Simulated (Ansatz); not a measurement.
**Match the barriers**

Saddle point of CH$_{5}$Ga, singlet (CH₄ + GaH → CH₃Ga ([CH3][Ga]) + H₂; bonds formed: Ga1–C4, H2–H3; bonds broken: Ga1–H3, H2–C4), PBE0-D4/def2-TZVP structure:

Ga1  (-1.567, -0.156, -0.853)
H2  (0.116, -0.754, -0.496)
H3  (-0.235, -1.443, -1.164)
C4  (0.262, 0.426, 0.434)
H5  (1.265, 0.014, 0.590)
H6  (0.386, 1.452, 0.078)
H7  (-0.229, 0.460, 1.411)
(Å)

Computed with Ansatz 0.2.0 (basis: def2-TZVPP, with def2-QZVPP for the basis limit); correlated methods freeze the cores. Filled d shells of the heavier atoms are correlated. The def2 sets are not built for correlating such inner shells, so the correlated values are less sure here. Extrapolation: Hartree–Fock as exp(−7.88 √X), correlation as X^−2.97. Four methods, as single points on the PBE0-D4 structures, gave these electronic barriers from the start structure: 18.05, 29.76, 38.56, 51.43 kcal/mol.

The methods were, in alphabetical order, BHLYP-D4, HF, PBE0-D4, SPW92. Which gave which? (Judge from chemistry; the calculation decides.)

The calculation gives: SPW92 18.05; PBE0-D4 29.76; BHLYP-D4 38.56; HF 51.43 kcal/mol. For comparison, CCSD(T) at an estimated basis limit (MP2 extrapolated from triple and quadruple zeta, plus CCSD(T) − MP2 in triple zeta) gives 33.53 kcal/mol.

The T1 diagnostic stays at or below 0.014.

Labels in which every atom is bracketed show which atoms are joined, not bond orders.

For scale, one of the runs: CCSD(T)/def2-TZVPP, 149 basis functions, launched by `ansatz run in.yaml --threads 2 --pin off --events-out ev --progress --plain --max-ram 4352MiB`. The run took 21 s on 2 CPU threads of an Arm Neoverse V1 (shared host), with 0.93 GiB of host memory at its peak.
